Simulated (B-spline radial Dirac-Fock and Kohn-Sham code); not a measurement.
## Scattering functions of Rh⁹⁺

System: Rh⁹⁺, 1s2 2s2 2p6 3s2 3p6 3d10 4s2 4p6.

Model: relativistic Hartree-Fock (Dirac-Fock) wave functions, averaged over the configuration. Program: a radial finite-basis atomic code. f₀ is the Fourier transform of the spherical electron density, S the Waller-Hartree incoherent function, and s = sin θ/λ. The electron scattering factor follows from the Mott-Bethe formula f_e = 0.023934 Å⁻¹·(Z − f₀)/s².

```
s (Å⁻¹)      f₀       S  f_e (Å)
      0  36.000   0.000        –
   0.04  35.863   0.142  136.675
   0.05  35.787   0.220   88.204
   0.06  35.694   0.315   61.870
   0.07  35.585   0.426   45.989
   0.09  35.319   0.693   28.605
   0.11  34.994   1.016   19.793
   0.13  34.612   1.386   14.712
   0.16  33.944   2.016   10.337
   0.19  33.176   2.713    7.839
   0.23  32.031   3.707    5.868
   0.27  30.788   4.734    4.666
   0.33  28.834   6.267    3.553
    0.4  26.566   7.987    2.757
   0.48  24.161   9.826    2.165
   0.58  21.568  11.910    1.667
    0.7  19.041  14.061    1.268
   0.85  16.498  16.272    0.944
   1.02  14.054  18.384    0.712
   1.24  11.338  20.774    0.524
   1.49   8.941  23.093    0.389
    1.8   7.025  25.415    0.281
   2.18   5.776  27.564    0.198
```

f₀ starts at the number of electrons, 36, and has fallen to half at s ≈ 0.76 Å⁻¹. The sum of ⟨r²⟩ over the electrons is 11.65 bohr². For an ion f_e diverges as s goes to zero, because of the net charge.

Values without a named source are computed, but for edge energies of neutral atoms, which are taken from tables.
